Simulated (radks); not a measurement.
Coulomb parameter of the 4f shell of the praseodymium ion Pr2+ in the model configuration [Xe] 4f1.5 5d1.5, as a second difference U = [E(n + 1) + E(n - 1) - 2 E(n)] / (1)^2 with all orbitals relaxed. "Bare": the charge of the atom changes with n. "Screened": the 5d shell takes up the change at fixed total charge, which measures U(4f,4f) + U(5d,5d) - 2 U(4f,5d). Method: scalar-relativistic Kohn-Sham, r2SCAN, spin-unpolarised, spherical densities, finite nucleus; meta-GGA in the generalised Kohn-Sham scheme; Fermi nuclear charge, rms radius 4.8919 fm; computed with a radial shooting solver on a logarithmic mesh with Libxc functionals.

| case | configuration | E - E(n) (eV) |
|---|---|---|
| start | [Xe] 4f1.5 5d1.5 | 0.000 |
| bare +1 | [Xe] 4f2.5 5d1.5 | -14.090 |
| bare -1 | [Xe] 4f0.5 5d1.5 | 30.455 |
| screened +1 | [Xe] 4f2.5 5d0.5 | -4.143 |
| screened -1 | [Xe] 4f0.5 5d2.5 | 8.930 |

U(bare) = 16.365 eV, U(screened by 5d) = 4.787 eV, against the Slater integral F0(4f,4f) = 25.445 eV with frozen orbitals.
